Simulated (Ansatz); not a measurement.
C₄H₁₀AlO (SMILES [CH3][Al+][O]C(C)C), charge +1, singlet, geometry from GFN2-xTB (such geometries of metal compounds can be far from the true shape); Ansatz (a first-principles code) with CCSD(T)/STO-3G.

Input for Ansatz:
Ansatz 0.2 input:
```yaml
crystal:
  periodic: [false, false, false]
  atoms:
    - {symbol: Al, position_ang: [-0.10419977, 0.57140530, 1.33762439]}
    - {symbol: C, position_ang: [0.04078877, 1.18229227, 3.19981155]}
    - {symbol: H, position_ang: [-0.30812157, 0.38742778, 3.87011631]}
    - {symbol: H, position_ang: [-0.57948601, 2.07712581, 3.33464422]}
    - {symbol: H, position_ang: [1.08729508, 1.42193573, 3.42335730]}
    - {symbol: O, position_ang: [-0.27442005, 0.10268506, -0.18883442]}
    - {symbol: C, position_ang: [-0.29740402, -0.40019465, -1.55155279]}
    - {symbol: C, position_ang: [-0.34774280, -1.91414823, -1.49477208]}
    - {symbol: C, position_ang: [0.92943384, 0.12622446, -2.26953104]}
    - {symbol: H, position_ang: [-1.21049240, -0.00054383, -2.00403294]}
    - {symbol: H, position_ang: [0.55605354, -2.30441084, -1.02986935]}
    - {symbol: H, position_ang: [-0.42551766, -2.31544039, -2.50181994]}
    - {symbol: H, position_ang: [-1.21303812, -2.24442293, -0.92311787]}
    - {symbol: H, position_ang: [0.94998055, 1.21394957, -2.23989584]}
    - {symbol: H, position_ang: [1.83408505, -0.25974759, -1.80261832]}
    - {symbol: H, position_ang: [0.90874425, -0.19066576, -3.30893904]}
basis:
  gaussian:
    orbitals: STO-3G
total_charge: 1
magnetization: {spin_polarized: false}
correlation: {method: ccsd_t}
```

The log (banner, timings and long lists left out):

```
Functional definition: HF
590 factors; integrals over basis functions are off by at most 7.6e-5 eV
mean field evaluation 1: about -12736.6126 eV, gradient 3.2e1 eV
mean field evaluation 2: about -12736.8975 eV, gradient 3.2e1 eV
mean field evaluation 4: about -12740.7763 eV, gradient 2.5e0 eV
mean field evaluation 8: about -12740.8023 eV, gradient 4.4e-2 eV
mean field evaluation 16: about -12740.5373 eV, gradient 3.5e-1 eV
mean field -12740.80234926 eV, -468.2158503095 hartree, gradient 2.3e-6 eV, S^2 0.000000; 0 other end points of the search recorded, 0 dependent functions left out
10 core orbitals not correlated
reference -12740.80234926 eV, -468.2158503095 hartree; 17, 17 occupied and 17, 17 virtual orbitals, 590 factors
second order -7.62160793 eV of doubles, -0.00000000 eV of singles
cycle   1  -8.82361089 eV  change    -1.2e0 eV  update   1.4e-1
cycle   2  -9.44902419 eV  change   -6.3e-1 eV  update   4.9e-2
cycle   3  -9.72757452 eV  change   -2.8e-1 eV  update   3.2e-2
cycle   4  -9.73679293 eV  change   -9.2e-3 eV  update   6.1e-3
cycle   5  -9.73374634 eV  change    3.0e-3 eV  update   1.9e-3
cycle   6  -9.73233922 eV  change    1.4e-3 eV  update   6.2e-4
cycle   7  -9.73177575 eV  change    5.6e-4 eV  update   1.9e-4
cycle   8  -9.73167967 eV  change    9.6e-5 eV  update   7.8e-5
cycle   9  -9.73172591 eV  change   -4.6e-5 eV  update   3.5e-5
cycle  10  -9.73173193 eV  change   -6.0e-6 eV  update   1.7e-5
perturbative correction -0.27447227 eV, -0.0100866699 hartree
Total energy: -12750.80855346 eV, -468.5835715313 hartree
```
